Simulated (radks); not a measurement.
Task: Er IV, configuration [Kr] 4d10 4f12 5s1 5p6 (not the ground configuration). Method: scalar-relativistic Kohn-Sham, BLYP, spin-unpolarised, spherical densities, finite nucleus; Fermi nuclear charge, rms radius 5.2516 fm; computed with a radial shooting solver on a logarithmic mesh with Libxc functionals. Some entries of the table are withheld. Estimate them.

| orbital | occ. | eigenvalue (eV) | <r> (bohr) |
|---|---|---|---|
| 1s | 2 | -57399.13 | 0.02037 |
| 2s | 2 | -9668.204 | 0.08646 |
| 2p | 6 | (1) | (2) |
| 3s | 2 | -2188.699 | 0.2254 |
| 3p | 6 | -1850.352 | 0.2245 |
| 3d | 10 | -1426.466 | 0.2038 |
| 4s | 2 | -455.3201 | 0.5084 |
| 4p | 6 | -344.0947 | (3) |
| 4d | 10 | (4) | 0.5843 |
| 5s | 1 | -81.1641 | 1.236 |
| 5p | 6 | -54.8537 | 1.444 |
| 4f | 12 | (5) | 0.7927 |

Result: 
(1) 2p eigenvalue (eV): -8556.223
(2) 2p <r> (bohr): 0.07671
(3) 4p <r> (bohr): 0.5394
(4) 4d eigenvalue (eV): -195.0276
(5) 4f eigenvalue (eV): -32.6562
